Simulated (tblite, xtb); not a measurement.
IZn, charge +1, singlet, at a GFN2-xTB geometry (such geometries of metal compounds can be far from the true shape). Base run: xtb with GFN1-xTB.

Here is a job for xtb.
```
$ xtb mol.xyz --gfn 1 --chrg 1 --json

# file mol.xyz
2

Zn    -0.00000000    -0.00000000    -1.52043851
I      0.00000000     0.00000000     0.86062557
```

Programs used: tblite, xtb; a row that names a program was run with it.

The base run was repeated with changes; each row names its change, and settings that it needs were set with it.

| change | ΔE vs base (kcal/mol) | HOMO-LUMO gap (eV) | G_solv (kcal/mol) | SCF cycles |
|---|---|---|---|---|
| base | 0.000 | 2.85 | - | 9 |
| program = tblite; method = gfn1; option = --grad | 0.000 | - | - | - |
| etemp = 10000 | -19.24 | 3.16 | - | 8 |
| alpb = methanol | -49.46 | 2.88 | -49.54 | 9 |
| etemp = 3000 | -0.136 | 2.85 | - | 9 |
| gbsa = methanol | -68.6 | 2.93 | -69.16 | 9 |
| acc = 30 | 0.000 | 2.85 | - | 8 |
| alpb = dmso | -49.29 | 2.85 | -49.30 | 9 |

ALPB and GBSA are two models with their own fitted parameters for each solvent, which aren't always the measured dielectric constant.
